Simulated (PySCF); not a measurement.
AlCl, SMILES [Cl][Al] (connectivity only; charge and spin as stated), neutral, multiplicity 1. The structure is a stationary point at PBE0-D3(BJ)/def2-TZVPD.

TDDFT-PBE/def2-TZVPD (PySCF 2.14.0) puts the lowest singlet excitations at 4.56, 4.56, 5.52, 5.58, 5.58, 5.96 eV.

Problem. What are the lowest excitation roots from ADC(3)/aug-cc-pVDZ run with PySCF? (Estimate from the structure and the level; the computed values follow.)

Solution. 4.62, 4.62, 6.35, 6.68, 6.81, 7.28 eV. S1 differs by 0.06 eV (second minus first; roots are paired by order, and the bases may differ).
